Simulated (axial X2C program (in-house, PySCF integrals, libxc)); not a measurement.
## Worked dissociation energy of SiTe⁻: LDA, with spin–orbit coupling

All values were computed with an in-house relativistic program for diatomic molecules. Two-component (2c) means X2C with spin–orbit coupling and atomic mean-field two-electron Coulomb and Gaunt terms. Basis: Te dyall-acv3z [12s13p9d5f1g], Si dyall-av3z [9s8p3d2f] (cores contracted in-house); Gaussian nuclei, density fitting, unrestricted open shells. Masses: Te 129.906 u, Si 27.977 u.

Molecular state: Ω = 1/2 (⟨Sz⟩ = -0.50, ⟨Lz⟩ = 1.00 at LDA).

```
E(Te-) (2M_J = 3) : -6784.708879 hartree
E(Si) (2M_J = 2)  : -288.784723 hartree
E(SiTe⁻) at Re    : -7073.648160 hartree
ωe                : 387.2 cm⁻¹
ωexe              : 1.19 cm⁻¹
```

Task: Work out De and D0.

Result: De = -6784.708879 + (-288.784723) − (-7073.648160) = 0.15456 hartree = 4.206 eV. The zero-point energy is ωe/2 − ωexe/4 = 193 cm⁻¹ = 0.024 eV, so D0 = 4.182 eV.

The state is one determinant whose occupation by symmetry is held fixed; it was picked as the lowest of a PBE0 search that is not exhaustive. De is counted from the lowest determinant-based energies of the atoms at the same level, without counterpoise correction. Density functionals use the spin component along the axis (collinear). The 2c atoms are single determinants rather than J levels; their spin–orbit lowering is only partly caught, and De is too large by that part. This holds for LDA. The functionals have no current-density term, which raises determinants with orbital currents, atoms included. The highest occupied level of some functionals is positive through self-interaction error; at Hartree–Fock it is bound.

LDA overbinds, often by about an eV.

Each atomic determinant is the lowest at this level and need not be a pure J level. Totals compare only within one Hamiltonian and basis.
